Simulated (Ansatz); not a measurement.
Total energies of cyclo-(H2GeS)2 (Ge₂H₄S₂) from Ansatz at PBE-D4/def2-TZVPD, gas phase (1 Eh = 27.2114 eV = 2625.5 kJ/mol). The reference geometry is relaxed at PBE0-D4/def2-SVP.

```xyz
8

Ge   -1.320    0.050    0.675
H    -2.536    0.827    0.143
H    -1.649   -0.668    1.994
S     0.492    1.359    0.863
Ge    1.320   -0.050   -0.675
H     1.646    0.669   -1.994
H     2.538   -0.826   -0.146
S    -0.491   -1.360   -0.861
```

| state | geometry | energy (Eh) |
| --- | --- | --- |
| charge 0 singlet | reference | -4951.94623 |
| charge -1 doublet | reference | -4951.95174 |
| free Ge atom (triplet) | – | -2076.60198 |
| free H atom (doublet) | – | -0.49962 |
| free S atom (triplet) | – | -397.93910 |

Task: Work out the vertical electron affinity, to the doublet.

Result: E(charge 0 singlet) − E(charge -1 doublet) = -4951.94623 − (-4951.95174) = 0.00551 Eh = 0.15 eV.

Task: What is the binding energy per atom against free atoms?

Result: Atoms: 2 × (-2076.60198) + 4 × (-0.49962) + 2 × (-397.93910) = -4951.08064 Eh. Binding: -4951.08064 − (-4951.94623) = 0.86559 Eh = 23.55 eV, or 2.94 eV for each of 8 atoms (no zero-point energy, no counterpoise term).

At PBE-D4/def2-TZVPD the highest occupied level of the charge -1 doublet lies above zero (up to 1.74 eV). By energy differences its removal costs 0.15 eV (vertical, to the charge 0 singlet, at PBE-D4/def2-TZVPD); a positive level beside a positive removal energy at the same level points to self-interaction error.
